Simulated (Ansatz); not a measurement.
Ni2H4⁻, relaxed as a doublet with UKS PBE-D4/def2-TZVPD in Ansatz, starting from the GFN2-xTB geometry. Force threshold 0.02 eV/Å.

The highest occupied level of the charge -1 doublet lies above zero (up to 0.37 eV). The electron is either unbound and held by the finite basis, or the level is raised by self-interaction error. The structure comes from a short search, and lower isomers may exist.

Start:

Cartesian coordinates in Å:
```
Ni 0.1022 0.2635 1.3537
Ni -0.0860 -0.8083 -1.2492
H -0.2196 -1.0141 -2.9393
H 0.1448 1.6022 2.1211
H 0.0059 1.0387 0.2284
H 0.0526 -1.0820 0.4853
```

```tsv
step	energy (eV)	largest force component (eV/Å)	SCF passes
1	-82140.4507	1.427	139
2	-82140.7938	0.990	53
3	-82141.0538	0.512	50
4	-82141.2113	0.395	46
5	-82141.2624	0.475	45
6	-82141.2769	0.263	59
7	-82141.3025	0.120	54
8	-82141.3085	0.053	40
9	-82141.3106	0.051	39
10	-82141.3110	0.021	31
11	-82141.3110	0.003	24
```

Force components are those of the run's own axes.

End:

Cartesian coordinates in Å:
```
Ni 0.044 0.268 1.180
Ni -0.111 -0.737 -0.955
H -0.471 -0.424 -2.431
H -0.157 1.620 1.913
H 0.516 0.548 -0.295
H 0.179 -1.274 0.586
```

Bonds formed: Ni2–H5 (atoms count from 1). The end is the same structure that another start reached, the lowest one found.

No frequencies were taken in this run, so the end may be a saddle point.

Hardware: 4 threads of Arm Neoverse V2 on a shared host. Wall time 20 s.
